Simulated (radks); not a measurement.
Task: Bi75+, configuration [He] 2s2 2p4. Method: scalar-relativistic Kohn-Sham, PBE, spin-polarised, spherical densities, finite nucleus; open shells are filled with parallel spins first (spin-orbit coupling, left out, can overturn this in heavy ions); Fermi nuclear charge, rms radius 5.5211 fm; computed with a radial shooting solver on a logarithmic mesh with Libxc functionals. Some entries of the table are withheld. Estimate them.

orbital  occ.  eigenvalue (hartree)  <1/r> (bohr^-1)  <r> (bohr)
1s up       1             -3629.832            103.3     0.01577
1s down     1             -3628.479            103.4     0.01576
2s up       1             -871.0408              (1)     0.06497
2s down     1             -868.7670              (2)     0.06504
2p up       3             -788.2631            21.77         (3)
2p down     1             -785.6463            21.74         (4)

Result: 
(1) 2s up <1/r> (bohr^-1): 24.89
(2) 2s down <1/r> (bohr^-1): 24.85
(3) 2p up <r> (bohr): 0.05872
(4) 2p down <r> (bohr): 0.05881
